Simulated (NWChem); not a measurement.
System: BN₂H₄Cl; SMILES NB(N)Cl

Here is an NWChem input.

```
start job
memory heap 200 mb stack 900 mb global 1100 mb
geometry units angstroms noautoz
  B      0.000000     0.000000     0.439483
  Cl     0.000000     0.000000    -1.356927
  N      0.000000    -1.246942     1.091786
  H      0.000000    -1.354990     2.095754
  H      0.000000    -2.114962     0.577531
  N      0.000000     1.246942     1.091786
  H      0.000000     1.354990     2.095754
  H      0.000000     2.114962     0.577531
end
basis spherical
  * library def2-svpd
end
dft
  xc xpbe96 cpbe96
  iterations 150
end
tddft
  cis
  nroots 6
  notriplet
end
task tddft energy
```

Coordinates come from a PBE0/def2-SVP optimisation.

Vertical excitations in the gas phase.

Task: Predict the main results of this run. (PBE/def2-SVPD, TDA.) Quantities: lowest excitation, singlet (eV); oscillator strength of that lowest state; lowest state with f > 0.02, singlet (eV); oscillator strength of that bright state; orbital gap (eV).

Result: 
```yaml
lowest excitation, singlet (eV): 5.52
oscillator_strength_of_that_lowest_state: 0.000
lowest state with f > 0.02, singlet (eV): 6.69
oscillator_strength_of_that_bright_state: 0.029
orbital gap (eV): 5.47
```
